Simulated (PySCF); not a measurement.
## Vibration and rotation of TlO⁻

RHF-CCSD(T) constants of TlO⁻, ¹Σ⁺ (singlet), closed shell (Tl aug-cc-pVDZ-PP with ECP60, O aug-cc-pVDZ; scalar-relativistic core potentials (PySCF 2.14); masses 204.9744 and 15.9949 u):

* ωe: 575.6 cm⁻¹
* ωexe: 3.02 cm⁻¹
* Be: 0.2713 cm⁻¹
* αe: 0.00187 cm⁻¹

**Question.** What force constant and bond length do these constants imply?

**Answer.** Reduced mass μred = 14.837 u; k = 5.8918×10⁻⁷·μred·ωe² (u, cm⁻¹, mdyn/Å) = 2.90 mdyn/Å; Re = √(16.8576/(μred·Be)) (u, cm⁻¹, Å) = 2.046 Å.

**Question.** Estimate the centrifugal constant D from the Kratzer relation and find the Dunham coefficient a1.

**Answer.** D = 4Be³/ωe² = 2.41e-07 cm⁻¹; a1 = −1 − αeωe/(6Be²) = -3.44.

Correlated steps freeze 5 core orbitals. Spin–orbit coupling is left out, which matters for elements this heavy, above all for dissociation energies. The CCSD T1 diagnostic is raised, a sign that a single reference may not be enough here.
